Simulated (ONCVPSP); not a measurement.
**What the settings do to the ONCV potential of zirconium**

Base potential:

ONCVPSP 4.0.1 input, shortened (lines: element, Z, core and valence counts, functional; n l f; lmax; l rc ep ncon nbas qcut; lloc lpopt rc5 dvloc0; l nproj debl; icmod fcfact rcfact), PBEsol, scalar-relativistic:

```
  Zr 40.00    6    4  -116133      upf
    1    0    2.00
    2    0    2.00
    2    1    6.00
    3    0    2.00
    3    1    6.00
    3    2   10.00
    4    0    2.00
    4    1    6.00
    4    2    2.00
    5    0    2.00
    2
    0    2.25    0.00    5    9    5.80
    1    1.25    0.00    4    8    6.90
    2    3.05    0.00    5   10    5.70
    4    5    0.90    0.00
    0    3    2.70
    1    2    0.80
    2    2    2.70
    0    0.00    0.00
```

In the p channel the program set the typed energies aside and used -1.192, 0.250 Ha.

All-electron outer shells of the reference configuration (PBEsol, scalar-relativistic, ld1.x):

| shell | level (eV) | outermost node (bohr) | outermost maximum (bohr) |
| --- | --- | --- | --- |
| 3d | -174.70 | – | 0.35 |
| 4s | -54.46 | 0.55 | 1.08 |
| 4p | -32.43 | 0.56 | 1.17 |
| 5s | -4.46 | 1.47 | 3.15 |
| 4d | -3.61 | 0.58 | 1.61 |

Cutoffs, loose and tight: the cutoffs (Ha) at which the residual kinetic energy of the hardest occupied pseudo-wave falls to 1 and 0.1 mHa per electron. They do not see the model core or the augmentation charge, which bear on the density cutoff. Test errors are all-electron minus pseudo excitation energies from the reference, over the configurations 4s2 4p6 4d2 5s1; 4s2 4p6 4d2 5s0; 4s2 4p6 4d1 5s0; 4s2 4p6 4d3 5s1. A dash means not determined; rows that change the core or the reference have their own tests.

```csv
change,outcome,"cutoff, loose","cutoff, tight",bound ghosts,GHOST(+) flags above zero,largest test error (meV)
base,"generated, projector energies reset by the program",24 Ha,104 Ha,none,"s, p",+16
fully relativistic,"generated, projector energies reset by the program",25 Ha,109 Ha,none,"s, p3/2",+18
"local potential polynomial inside 1.05 bohr (lpopt 1, dvloc0 0 Ha)","generated, projector energies reset by the program",24 Ha,104 Ha,none,s,+16
p: debl 3.8,generated,24 Ha,104 Ha,none,s,+16
p: nproj 1,generated,24 Ha,104 Ha,none,s,+17
```

Q: What comes out with this change to the base: d: qcut 7.3?

A: outcome: generated, projector energies reset by the program; cutoff, loose: 24 Ha; cutoff, tight: 104 Ha; bound ghosts: none; GHOST(+) flags above zero: s, p; largest test error (meV): +11.

Q: What comes out with this change to the base: functional PBE?

A: outcome: generated, projector energies reset by the program; cutoff, loose: 24 Ha; cutoff, tight: 103 Ha; bound ghosts: none; GHOST(+) flags above zero: s, p; largest test error (meV): +16.

Q: What comes out with this change to the base: d: rc 3.84?

A: outcome: generated, projector energies reset by the program; cutoff, loose: 24 Ha; cutoff, tight: 104 Ha; bound ghosts: none; GHOST(+) flags above zero: s, p, d; largest test error (meV): +62.
